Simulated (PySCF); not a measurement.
Basis-set dependence of TlP at CCSD

PySCF, UHF reference; triplet, unpaired electrons π ↑↑; De to Tl + P without counterpoise correction. Frozen cores follow the default of each basis and core potential.

```tsv
basis	relativity	functions	Re (Å)	ωe (cm⁻¹)	De (eV)	frozen orbitals
def2-SVP	scalar-relativistic core potentials	44	2.757	227	1.14	9
def2-SVPD	scalar-relativistic core potentials	56	2.772	226	1.33	9
x2c-TZVPPall	spin-free X2C	125	2.723	232	1.48	39
```

(1) How does each smaller set differ from the one with most functions, x2c-TZVPPall?

Correlated steps freeze the inner cores (9 to 39 orbitals); shallow outer-core shells are correlated. Correlated levels converge slowly with the basis: in double zeta they bind strong bonds too weakly, by up to about 1 eV, and carry superposition errors of some tenths. These are scalar-relativistic numbers at best; spin–orbit coupling would shift them, the dissociation energy most. The state was picked by a PBE0 search and need not be the measured ground state.

Results:

(1) def2-SVP: +3.4 pm, -2.2 % in ωe, -0.34 eV in De; def2-SVPD: +4.9 pm, -2.6 % in ωe, -0.15 eV in De. All at CCSD; the set with most functions is neither the basis-set limit nor always the best. The rows treat relativity differently, so the differences are not basis effects alone.
